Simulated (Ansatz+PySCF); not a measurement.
singlet B₃N₃H₆: levels of theory in one basis

```
atom    x (Å)    y (Å)    z (Å)
   B   1.4534   0.0064  -0.0009
   N   0.7130   1.2214  -0.0034
   B  -0.7316   1.2513   0.0049
   N  -1.4082  -0.0080   0.0060
   B  -0.7314  -1.2519  -0.0052
   N   0.7093  -1.2109  -0.0014
   H   2.6592   0.0088  -0.0033
   H   1.2051   2.0998  -0.0076
   H  -1.3348   2.2952  -0.0055
   H  -2.4191   0.0067   0.0074
   H  -1.3342  -2.3002   0.0076
   H   1.2188  -2.0939   0.0036
```

Basis set: def2-SVP (spherical functions). Frozen core: 6 orbitals. Charge 0, multiplicity 1.

Computed with Ansatz (development build ahead of 0.2.0); each method stands on the lowest determinant of its kind that the runs found. NEVPT2 correlates all electrons. Active spaces start from the frontier orbitals, and the lowest solution found is given.

| method | E − E(RHF) (eV) | <S²> of the determinant |
| --- | --- | --- |
| RHF | 0.00 | 0.00 |
| RHF-MP2 | -20.04 | – |
| SC-NEVPT2(6,6) | -20.09 | – |

Question: What does CASSCF(6,6) give on the same scale?

Answer: -1.47 eV.

Question: Is a single determinant a sound starting point here?

Answer: By this sign, yes. Unrestricted orbitals gain 0.00 eV and <S²> is 0.00 against 0.00 for a pure state. The CASSCF(6,6) natural occupations are 1.98, 1.98, 1.98, 0.02, 0.02, 0.02.
